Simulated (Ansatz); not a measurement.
```yaml
crystal:
  periodic: [false, false, false]
  atoms:
    - {symbol: Si, position_ang: [-2.394762, -0.370795, 1.669720]}
    - {symbol: Sn, position_ang: [1.815608, 0.336611, -0.939421]}
    - {symbol: Cl, position_ang: [5.211073, -1.264052, 0.602896]}
    - {symbol: Cl, position_ang: [1.713090, -1.584903, -4.796747]}
    - {symbol: Cl, position_ang: [2.486565, 4.480648, -2.145041]}
    - {symbol: H, position_ang: [-1.866730, 0.896388, 3.898555]}
    - {symbol: H, position_ang: [-2.205140, -3.030638, 1.626144]}
    - {symbol: H, position_ang: [-4.133653, 0.602397, -0.053991]}
basis:
  gaussian: {orbitals: def2-SVPD}
hamiltonian: {xc: {name: wB97X}}
accuracy: high
```

```sh
$ ansatz run in.yaml --threads 4 --pin off --events-out ev --progress --plain --max-ram 10444MiB
```

Output, abridged:

```
Functional definition: wB97X
  name "wB97X"
  cite "Chai & Head-Gordon, J. Chem. Phys. 128, 084106 (2008) doi:10.1063/1.2834918"
  cite "Becke, J. Chem. Phys. 107, 8554 (1997) doi:10.1063/1.475007"
  parameter omega = 0.3/bohr
  parameter cx = 0.157706
  parameter cx1 = 0.726479
  parameter cx2 = 1.04760
  parameter cx3 = -5.70635
  parameter cx4 = 13.2794
  parameter css1 = -4.33879
  parameter css2 = 18.2308
  parameter css3 = -31.7430
  parameter css4 = 17.2901
  parameter cos1 = 2.37031
  parameter cos2 = -11.3995
  parameter cos3 = 6.58405
  parameter cos4 = -3.78132
  # The coefficients of nought are those of the uniform gas.
  exchange = spin_sum(e_x_unif_sr(omega)*poly(b97_u_x, 1 - cx, cx1, cx2, cx3, cx4)) + cx*exact_x_sr(omega)
      + exact_x_lr(omega)
  correlation = spin_sum(e_c_pw_same_spin*poly(b97_u_same, 1, css1, css2, css3, css4))
      + integral(e_c_pw_opposite_spin*poly(b97_u_opposite, 1, cos1, cos2, cos3, cos4))
3148 factors; integrals over basis functions are off by at most 9.0e-8 eV
998 factors; integrals over basis functions are off by at most 2.0e-9 eV
mean field evaluation 1: about -51282.3241 eV, gradient 4.5e1 eV
mean field evaluation 2: about -50769.4243 eV, gradient 1.8e2 eV
mean field evaluation 4: about -51282.8418 eV, gradient 3.8e1 eV
mean field evaluation 8: about -51293.5130 eV, gradient 4.1e0 eV
mean field evaluation 16: about -51293.6515 eV, gradient 2.8e-1 eV
mean field evaluation 32: about -51293.7552 eV, gradient 1.8e-7 eV
mean field -51293.75515821 eV, -1885.0107339083 hartree, gradient 2.4e-8 eV, S^2 0.000000; 6 other end points of the search recorded, 0 dependent functions left out
reference -51293.75515251 eV, -1885.0107336989 hartree; 45, 45 occupied and 116, 116 virtual orbitals, 3148 factors
Total energy: -51293.75515251 eV, -1885.0107336989 hartree
```

Task: Something in this input is off. What?

Result: The coordinates are in bohr but typed as ångström. The run converged. The result belongs to that input, not to the molecule as meant.
